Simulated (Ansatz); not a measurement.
Isolated molecules relaxed with PBE0-D4/def2-TZVP in Ansatz; ΔE leaves out vibrations. CCSD(T)/CBS is the MP2 limit (def2-TZVPP, def2-QZVPP) plus CCSD(T) − MP2 in def2-TZVPP, frozen cores. This one scheme is used for every species. DFT in def2-TZVPP. Each species was taken in one conformer, which may not be the lowest.

`C[N]1[AlH][SiH2]1` + `CB(N)O` → `CNB(C)O` + `[NH]1[AlH][SiH2]1`  (substitution at a C–N bond)

```csv
level,ΔE (kcal/mol),difference from CCSD(T)/CBS
B2PLYP,2.3,0.5
PBE,2.4,0.6
r2SCAN,2.3,0.5
PBE0,2.1,0.3
MP2/def2-TZVPP,2.7,0.9
CCSD(T)/def2-TZVPP,2.0,0.2
MP2/def2-QZVPP,2.6,0.8
SCS-MP2/def2-QZVPP,2.4,0.6
MP2/CBS(def2),2.5,0.7
CCSD/CBS(def2),1.7,-0.1
CCSD(T)/CBS,1.8,0
```

Largest T1 diagnostic among the species: 0.015.
